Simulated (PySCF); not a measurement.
Energy landscape of H2Mg, singlet: symmetric bend, bond length relaxed. Scanned: H-Mg-H angle. Other coordinates (Mg-H bond length) were minimised at B3LYP/def2-TZVP.

The free coordinates were minimised at B3LYP/def2-TZVP in PySCF; the energy column is CCSD(T) on RHF/cc-pVTZ, 1 core orbital frozen run with PySCF, in kcal/mol.

```tsv
a / °	Mg-H bond length / Å	E
180	1.700	0.0
170	1.700	0.5
160	1.701	1.8
150	1.703	3.9
140	1.706	6.7
130	1.709	10.1
120	1.714	14.4
110	1.721	19.8
100	1.730	26.3
90	1.741	34.5
80	1.756	44.4
70	1.772	56.7
60	1.784	71.6
```
